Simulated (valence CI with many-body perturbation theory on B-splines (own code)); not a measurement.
E1 line list for Bi II

Method: relativistic CI+MBPT: four valence electrons over a frozen Dirac-Fock core [Xe] 4f14 5d10, radial functions for each j: 11 s, 11 p, 10 d, 8 f, 5 g, 2 h, with the one-electron correlation potential Σ1, the two-electron term Σ2, the three-electron term Σ3, Breit, model QED; selected CI, second order for the rest, scaled by the run's own slope (own B-spline code, finite nucleus).

Against 25 measured levels this calculation errs by 185 cm⁻¹ on average and by 535 at most. These come from a selection out of the NIST Handbook of Basic Atomic Spectroscopic Data. Levels without a partner in it may be off by more. Among the levels kept, up to 480 cm⁻¹ of a level comes from second order outside the variational space, and about a tenth of that is noise between levels of different J, which matters for small intervals.

Lines 51 to 100 of 500 in falling wavelength, among levels below 15.462 eV, chosen from the strongest by gf and those to the six lowest levels. Wavelengths and rates use the calculated energies, so an error of 200 cm⁻¹ moves a line at 19970 Å by 4 % and its rate by three times that or more. Electric multipoles are in the length gauge, E1 and E2 with the static RPA response of the core. Weak lines are less certain than strong ones. Lines between different terms over intervals too small for the method are left out, as are lines whose strength nearly cancels. Where a level lies close to another of its J and parity, the split of strength between their lines is uncertain. The highest levels of a list are the least certain.

Levels are named by their leading jj configuration (3d3/2^4 stands for four electrons in 3d with j = 3/2), which in mixed levels can hold well under half, so a name can repeat and another be missing. Letters in brackets count levels of one name in rising energy.

| λ vac (Å) | Upper | Lower | A (s⁻¹) | log gf | Branch % |
| --- | --- | --- | --- | --- | --- |
| 22400 | (6s^2 6p3/2 7p1/2) J=1 | (6s^2 6p3/2 6d3/2) J=1 | 5.90e+05 | -0.88 | 0.8 |
| 22090 | (6s^2 6p1/2 9d5/2) J=2 | (6s^2 6p1/2 9p3/2) J=2 | 1.07e+06 | -0.41 | 0.5 |
| 22080 | (6s^2 6p1/2 9d3/2) J=1 | (6s^2 6p1/2 9p3/2) J=1 | 4.49e+05 | -1.01 | 0.0 |
| 22080 | (6s^2 6p3/2 7p3/2) J=0 | (6s^2 6p3/2 6d5/2) J=1 | 4.27e+06 | -0.51 | 5.0 |
| 21870 | (6s^2 6p1/2 7f5/2) J=3 | (6s^2 6p1/2 8d5/2) J=3 | 1.01e+06 | -0.29 | 1.9 |
| 21740 | (6s^2 6p1/2 9d5/2) J=2 | (6s^2 6p1/2 9p3/2) J=1 | 7.39e+06 | 0.42 | 3.2 |
| 21590 | (6s^2 6p1/2 7f7/2) J=3 | (6s^2 6p1/2 8d5/2) J=3 | 3.08e+05 | -0.82 | 0.7 |
| 21510 | (6s 6p1/2 6p3/2^2) J=1 [b] | (6s^2 6p1/2 9p1/2) J=1 | 1.16e+06 | -0.62 | 0.0 |
| 21470 | (6s^2 6p1/2 7f5/2) J=2 | (6s^2 6p1/2 8d3/2) J=1 | 1.11e+07 | 0.58 | 23.2 |
| 21440 | (6s^2 6p1/2 7f7/2) J=4 | (6s^2 6p1/2 8d5/2) J=3 | 1.30e+07 | 0.90 | 29.0 |
| 21430 | (6s^2 6p1/2 10p1/2) J=1 | (6s^2 6p1/2 8d5/2) J=2 [b] | 6.60e+05 | -0.87 | 10.9 |
| 20900 | (6s^2 6p1/2 7f5/2) J=3 | (6s^2 6p1/2 8d5/2) J=2 [a] | 2.50e+06 | 0.06 | 4.7 |
| 20830 | (6s^2 6p3/2 8s) J=1 | (6s^2 6p1/2 9p3/2) J=1 | 5.11e+05 | -1.00 | 0.1 |
| 20780 | (6s^2 6p1/2 9d3/2) J=1 | (6s^2 6p1/2 9p1/2) J=0 | 2.91e+06 | -0.25 | 0.2 |
| 20640 | (6s^2 6p1/2 7f7/2) J=3 | (6s^2 6p1/2 8d5/2) J=2 [a] | 1.06e+07 | 0.68 | 22.5 |
| 20570 | (6s^2 6p3/2 8s) J=2 | (6s^2 6p1/2 9p1/2) J=1 | 3.45e+05 | -0.96 | 0.1 |
| 20410 | (6s^2 6p1/2 7f5/2) J=3 | (5g7/2 6s^2 6p1/2) J=3 | 1.59e+05 | -1.16 | 0.3 |
| 20400 | (6s^2 6p1/2 7f5/2) J=3 | (5g7/2 6s^2 6p1/2) J=4 | 5.61e+05 | -0.61 | 1.1 |
| 20140 | (6s^2 6p1/2 7f7/2) J=3 | (5g9/2 6s^2 6p1/2) J=4 | 5.17e+05 | -0.66 | 1.1 |
| 20040 | (6s^2 6p1/2 7f7/2) J=4 | (5g7/2 6s^2 6p1/2) J=3 | 5.24e+05 | -0.55 | 1.2 |
| 19970 | (6s^2 6p1/2 7f7/2) J=4 | (5g9/2 6s^2 6p1/2) J=5 | 5.50e+05 | -0.53 | 1.2 |
| 19970 | (6s^2 6p1/2 7p1/2) J=1 | (6s^2 6p1/2 6d3/2) J=2 | 2.55e+06 | -0.34 | 4.3 |
| 19850 | (6s^2 6p1/2 7f5/2) J=2 | (5g7/2 6s^2 6p1/2) J=3 | 4.73e+05 | -0.85 | 1.0 |
| 19810 | (6s^2 6p1/2 9s) J=0 | (6s^2 6p3/2 7p3/2) J=1 | 2.06e+06 | -0.92 | 0.3 |
| 19660 | (6s^2 6p3/2 8s) J=1 | (6s^2 6p1/2 9p1/2) J=0 | 1.77e+06 | -0.51 | 0.3 |
| 19570 | (6s^2 6p1/2 9d3/2) J=2 | (6s^2 6p1/2 9p1/2) J=1 | 6.91e+06 | 0.30 | 4.0 |
| 19310 | (6s^2 6p1/2 8p3/2) J=2 | (6s^2 6p3/2 6d3/2) J=3 | 2.15e+06 | -0.22 | 4.1 |
| 19260 | (6s 6p1/2 6p3/2^2) J=1 [a] | (6s^2 6p1/2 8p3/2) J=2 | 4.66e+06 | -0.11 | 0.2 |
| 19190 | (6s^2 6p1/2 6h9/2) J=4 | (6s^2 6p1/2 8d5/2) J=3 | 9.29e+05 | -0.34 | 3.4 |
| 19060 | (6s^2 6p1/2 9s) J=1 | (6s^2 6p3/2 7p3/2) J=1 | 8.35e+05 | -0.87 | 0.0 |
| 18690 | (6s^2 6p1/2 9d3/2) J=1 | (6s^2 6p1/2 9p1/2) J=1 | 8.77e+05 | -0.86 | 0.1 |
| 18510 | (5f7/2 6s^2 6p1/2) J=3 | (6s^2 6p3/2 6d5/2) J=4 | 3.36e+05 | -0.92 | 0.1 |
| 18310 | (6s 6p1/2 6p3/2^2) J=1 [a] | (6s^2 6p1/2 8p3/2) J=1 | 1.83e+06 | -0.56 | 0.1 |
| 18300 | (6s^2 6p1/2 8p1/2) J=1 | (6s^2 6p1/2 8s) J=0 | 2.59e+06 | -0.41 | 16.1 |
| 18250 | (6s^2 6p1/2 9p3/2) J=1 | (6s 6p1/2 6p3/2^2) J=0 | 7.28e+05 | -0.96 | 3.2 |
| 18180 | (6s^2 6p3/2 7p1/2) J=2 | (6s^2 6p3/2 6d3/2) J=1 | 5.28e+05 | -0.88 | 0.4 |
| 18080 | (6s^2 6p1/2 8p1/2) J=1 | (6s^2 6p3/2 6d3/2) J=1 | 2.58e+06 | -0.42 | 16.0 |
| 18060 | (6s^2 6p1/2 6h9/2) J=4 | (5g7/2 6s^2 6p1/2) J=3 | 2.48e+07 | 1.04 | 90.6 |
| 18050 | (6s^2 6p1/2 6h9/2) J=4 | (5g7/2 6s^2 6p1/2) J=4 | 5.40e+05 | -0.62 | 2.0 |
| 18050 | (6s^2 6p1/2 6h11/2) J=5 | (5g9/2 6s^2 6p1/2) J=4 | 2.66e+07 | 1.15 | 96.5 |
| 18040 | (6s^2 6p1/2 6h9/2) J=5 | (5g7/2 6s^2 6p1/2) J=4 | 2.68e+07 | 1.16 | 98.0 |
| 18040 | (6s^2 6p1/2 6h9/2) J=4 | (5g9/2 6s^2 6p1/2) J=4 | 7.95e+05 | -0.46 | 2.9 |
| 18010 | (6s^2 6p1/2 6h11/2) J=5 | (5g9/2 6s^2 6p1/2) J=5 | 5.98e+05 | -0.49 | 2.2 |
| 18000 | (6s^2 6p1/2 6h11/2) J=6 | (5g9/2 6s^2 6p1/2) J=5 | 2.75e+07 | 1.24 | 100.0 |
| 18000 | (6s^2 6p1/2 6h9/2) J=5 | (5g9/2 6s^2 6p1/2) J=5 | 5.01e+05 | -0.57 | 1.8 |
| 17790 | (6s^2 6p3/2 8s) J=1 | (6s^2 6p1/2 9p1/2) J=1 | 7.28e+05 | -0.98 | 0.1 |
| 17410 | (6s^2 6p1/2 8p3/2) J=2 | (6s^2 6p3/2 6d5/2) J=2 [b] | 2.85e+05 | -1.19 | 0.5 |
| 17310 | (6s^2 6p1/2 9s) J=1 | (6s^2 6p1/2 8p3/2) J=2 | 8.52e+06 | 0.06 | 0.4 |
| 17120 | (6s^2 6p1/2 6g7/2) J=3 | (6s^2 6p1/2 6f5/2) J=2 | 1.22e+07 | 0.57 | 30.8 |
| 17100 | (6s^2 6p1/2 9s) J=0 | (6s^2 6p1/2 8p3/2) J=1 | 1.61e+07 | -0.15 | 2.2 |

**Question.** How does gf follow from A for the line at 19570 Å?

**Answer.** gf = 1.4992 × (2J+1)_upper × A / σ², with σ = 5109 cm⁻¹ and 2J+1 = 5: gf = 1.98.
